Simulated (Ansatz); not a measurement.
A structure drawn as `B1OBSP1`, with this starting geometry:

```xyz
8

B     0.444   -0.573    0.777
O    -0.186    0.595    1.208
B    -1.064    0.809    0.074
S    -0.330    0.979   -1.577
P     1.038   -0.684   -1.084
H     0.149   -1.669    1.283
H    -2.206    0.380    0.142
H     2.155    0.163   -0.824
```

The species carries charge 0 and has multiplicity 1.

Relax it with Ansatz at PBE-D4/def2-SVP and then PBE0-D4/def2-TZVP. Is the drawn bonding still there?

Yes, every drawn bond is still there and no new one forms.

Give the relaxed structure. (Best estimate.)

The calculation gave: 
Z-matrix (Å, degrees):
```
B
P 1 1.928
O 1 1.361 2 115.1
H 1 1.194 2 124.6 3 178.6
S 2 2.136 1 91.8 3 8.3
H 2 1.424 1 92.2 3 108.1
B 3 1.380 1 119.1 2 -6.0
H 7 1.190 3 120.4 1 178.8
```
All modes are real.

Atoms count as bonded under 1.1 times the sum of their covalent radii (H–H under 0.85 Å, pairs among N, O and F under 1.55 Å), and a drawn bond as lost past 1.3 times.
